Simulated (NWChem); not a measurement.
System: C$_{2}$H$_{3}$ClF$_{2}$Si; SMILES F[SiH2]/C=C(/F)Cl

The following NWChem deck was run.

```
start job
memory heap 200 mb stack 900 mb global 1100 mb
geometry units angstroms noautosym nocenter noautoz
  F     -0.429752     2.982813     0.000000
  Si     0.421280     1.608534     0.000000
  C     -0.832553     0.231007     0.000000
  C     -0.547124    -1.067568     0.000000
  F     -1.460618    -2.035518     0.000000
  Cl     1.065756    -1.729873     0.000000
  H      1.269497     1.572841     1.216642
  H      1.269497     1.572841    -1.216642
  H     -1.894342     0.474180     0.000000
end
basis spherical
  * library def2-svp
end
dft
  xc pbe0
  iterations 150
end
cosmo
  do_cosmo_smd true
  solvent dioxane
end
task dft energy
```

Output (shortened):

```
             Northwest Computational Chemistry Package (NWChem) 7.3.0
             --------------------------------------------------------

                             Geometry "geometry" -> ""
                             -------------------------

 Output coordinates in angstroms (scale by  1.889725989 to convert to a.u.)

  No.       Tag          Charge          X              Y              Z
 ---- ---------------- ---------- -------------- -------------- --------------
    1 F                    9.0000    -0.42975200     2.98281300     0.00000000
    2 Si                  14.0000     0.42128000     1.60853400     0.00000000
    3 C                    6.0000    -0.83255300     0.23100700     0.00000000
    4 C                    6.0000    -0.54712400    -1.06756800     0.00000000
    5 F                    9.0000    -1.46061800    -2.03551800     0.00000000
    6 Cl                  17.0000     1.06575600    -1.72987300     0.00000000
    7 H                    1.0000     1.26949700     1.57284100     1.21664200
    8 H                    1.0000     1.26949700     1.57284100    -1.21664200
    9 H                    1.0000    -1.89434200     0.47418000     0.00000000

 Effective nuclear repulsion energy (a.u.)     345.4407244558

                                 NWChem DFT Module
                                 -----------------

 Summary of "ao basis" -> "ao basis" (spherical)
 ------------------------------------------------------------------------------
       Tag                 Description            Shells   Functions and Types
 ---------------- ------------------------------  ------  ---------------------
 F                          def2-svp                 6       14   3s2p1d
 Si                         def2-svp                 8       18   4s3p1d
 C                          def2-svp                 6       14   3s2p1d
 Cl                         def2-svp                 8       18   4s3p1d
 H                          def2-svp                 3        5   2s1p

 in cosmo_initialize ...
 calling solv_data for solv:dioxane

 solvent parameters
 solvname_short: dioxane
 solvname_long:  1,4-dioxane
 dielec:        2.2099
 dielecinf:     2.0232
 nonaqueous SMD model solvent descriptors
 dielec:        2.2099
 sola:          0.0000
 solb:          0.6400
 solc:          0.0000
 solg:         47.1400
 solh:          0.0000
 soln:          1.4224

          ---------------
          -cosmo- solvent
          ---------------
 Cosmo: York-Karplus, doi: 10.1021/jp992097l
 dielectric constant -eps-     =   2.21
 screen = (eps-1)/(eps    )    =   0.54749
 surface charge correction     = lagrangian

   van der Waals surface
 --------------------------

 ---------- ATOMIC COORDINATES (A.U.) ------------ VDWR(ANG.) --
     1   -0.81211352    5.63669925    0.00000000     1.730
     2    0.79610376    3.03968850    0.00000000     2.470
     3   -1.57329704    0.43653993    0.00000000     1.850
     4   -1.03391444   -2.01741099    0.00000000     1.850
     5   -2.76016779   -3.84657126    0.00000000     1.730
     6    2.01398681   -3.26898597    0.00000000     2.380
     7    2.39900147    2.97223851    2.29912001     1.200
     8    2.39900147    2.97223851   -2.29912001     1.200
     9   -3.57978731    0.89607027    0.00000000     1.200
 number of segments per atom =        128
 number of   points per atom =        128
 atom (   nspa,  nppa )
 ----------------------
    1 (     66,     0 )       0
    2 (     80,     0 )       0
    3 (     30,     0 )       0
    4 (     24,     0 )       0
    5 (     78,     0 )       0
    6 (     90,     0 )       0
    7 (     31,     0 )       0
    8 (     31,     0 )       0
    9 (     52,     0 )       0
 number of -cosmo- surface points =      482
 molecular surface =    152.037 angstrom**2
 molecular volume  =    145.303 angstrom**3
 -lineq- algorithm             =   0
 -bem- low  level              =   3
 -bem- from -octahedral-
 gaussian surface charge width =   4.50000
 degree of switching           =   1.00000
 switching function tolerance  =   0.00010
 atomic radii =
 --------------
    1  9.000  1.730
    2 14.000  2.470
    3  6.000  1.850
    4  6.000  1.850
    5  9.000  1.730
    6 17.000  2.380
    7  1.000  1.200
    8  1.000  1.200
    9  1.000  1.200
 ...... end of -cosmo- initialization ......

[...]

                                COSMO-SMD solvation results
                                ---------------------------

             internal energy in gas <Psi(g)|H|Psi(g)> =     -1026.418387695632
         internal energy in solvent <Psi(s)|H|Psi(s)> =     -1026.418288915637
                               delta internal energy  =         0.000098779995 (    0.06 kcal/mol)
   total free energy in solvent <Psi(s)|H+V/2|Psi(s)> =     -1026.420316477697
 polarization energy contribution <Psi(s)|V/2|Psi(s)> =        -0.002027562060 (   -1.27 kcal/mol)
    total free energy in solvent including G(SMD-CDS) =     -1026.418866639661
                       G(SMD-CDS) energy contribution =         0.001449838037 (    0.91 kcal/mol)
     1 M fixed-concentration free energy of solvation =        -0.000478944029 (   -0.30 kcal/mol)

                       DFT Final Molecular Orbital Analysis
                       ------------------------------------

 Vector   30  Occ=2.000000D+00  E=-3.574245D-01
              MO Center=  8.1D-01,  1.2D+00,  3.0D-05, r^2= 3.8D+00
   Bfn.  Coefficient  Atom+Function         Bfn.  Coefficient  Atom+Function
  ----- ------------  ---------------      ----- ------------  ---------------
    93      0.286589  7 H  s                 98     -0.286576  8 H  s
     6      0.264108  1 F  pz                24      0.258235  2 Si pz
    87     -0.246331  6 Cl pz                 9     -0.194614  1 F  pz
    84     -0.188533  6 Cl pz                94      0.188897  7 H  s
    99     -0.188891  8 H  s                 21     -0.138418  2 Si pz

 Vector   31  Occ=2.000000D+00  E=-3.573887D-01
              MO Center=  5.3D-01, -9.7D-01, -3.0D-05, r^2= 3.5D+00
   Bfn.  Coefficient  Atom+Function         Bfn.  Coefficient  Atom+Function
  ----- ------------  ---------------      ----- ------------  ---------------
    86      0.501170  6 Cl py                83      0.384373  6 Cl py
    35     -0.220357  3 C  s                 36     -0.221003  3 C  px
    80      0.220630  6 Cl py                85      0.165805  6 Cl px
   103      0.146577  9 H  s                 39     -0.143413  3 C  px
    82      0.131007  6 Cl px                64     -0.122790  5 F  px

 Vector   32  Occ=2.000000D+00  E=-2.878990D-01
              MO Center= -2.6D-01, -4.4D-01,  2.3D-09, r^2= 3.1D+00
   Bfn.  Coefficient  Atom+Function         Bfn.  Coefficient  Atom+Function
  ----- ------------  ---------------      ----- ------------  ---------------
    38      0.389573  3 C  pz                87     -0.328411  6 Cl pz
    52      0.326028  4 C  pz                41      0.300119  3 C  pz
    84     -0.226173  6 Cl pz                66      0.200471  5 F  pz
    55      0.160063  4 C  pz                69     -0.159553  5 F  pz
    81     -0.129758  6 Cl pz                93     -0.114187  7 H  s

 Vector   33  Occ=0.000000D+00  E=-2.528865D-02
              MO Center= -4.4D-01, -2.8D-01,  3.0D-09, r^2= 3.0D+00
   Bfn.  Coefficient  Atom+Function         Bfn.  Coefficient  Atom+Function
  ----- ------------  ---------------      ----- ------------  ---------------
    55      0.555972  4 C  pz                52      0.505744  4 C  pz
    41     -0.487467  3 C  pz                27     -0.330627  2 Si pz
    38     -0.326500  3 C  pz                94      0.288104  7 H  s
    99     -0.288104  8 H  s                 87     -0.226387  6 Cl pz
    66      0.185606  5 F  pz                69     -0.185798  5 F  pz

 Vector   34  Occ=0.000000D+00  E= 1.687005D-02
              MO Center=  5.4D-01,  9.3D-01,  2.9D-10, r^2= 4.4D+00
   Bfn.  Coefficient  Atom+Function         Bfn.  Coefficient  Atom+Function
  ----- ------------  ---------------      ----- ------------  ---------------
    26      0.948284  2 Si py                35      0.428177  3 C  s
    49      0.397710  4 C  s                 85      0.397395  6 Cl px
     3     -0.391620  1 F  s                 25     -0.363552  2 Si px
    18     -0.354853  2 Si s                 48      0.297766  4 C  s
    78     -0.290868  6 Cl s                 94      0.276788  7 H  s

 Vector   35  Occ=0.000000D+00  E= 4.214319D-02
              MO Center=  8.9D-02, -7.1D-01, -2.4D-09, r^2= 4.1D+00
   Bfn.  Coefficient  Atom+Function         Bfn.  Coefficient  Atom+Function
  ----- ------------  ---------------      ----- ------------  ---------------
    49      0.943443  4 C  s                 35     -0.699574  3 C  s
    85      0.682109  6 Cl px               104      0.637820  9 H  s
    78     -0.516392  6 Cl s                 53      0.491097  4 C  px
    50      0.431783  4 C  px                86     -0.359800  6 Cl py
    25      0.296180  2 Si px                48      0.278538  4 C  s

     Multipole analysis of the density
     ---------------------------------

     L   x y z        total         alpha         beta         nuclear
     -   - - -        -----         -----         ----         -------
     0   0 0 0     -0.000000    -32.000000    -32.000000     64.000000

     1   1 0 0      0.149436      0.670896      0.670896     -1.192357
     1   0 1 0     -0.196420     -0.322885     -0.322885      0.449350
     1   0 0 1     -0.000000     -0.000000     -0.000000      0.000000

     2   2 0 0    -34.002368   -115.961488   -115.961488    197.920607
     2   1 1 0      0.205507      2.223260      2.223260     -4.241014
     2   1 0 1     -0.000000     -0.000000     -0.000000      0.000000
     2   0 2 0    -40.291305   -407.232300   -407.232300    774.173295
     2   0 1 1      0.000000      0.000000      0.000000      0.000000
     2   0 0 2    -35.505434    -23.038670    -23.038670     10.571906
```

Level: PBE0/def2-SVP, SMD on the gas-phase geometry. Geometry: optimised at B3LYP/6-31G* (spherical d). Solvent: 1,4-dioxane.
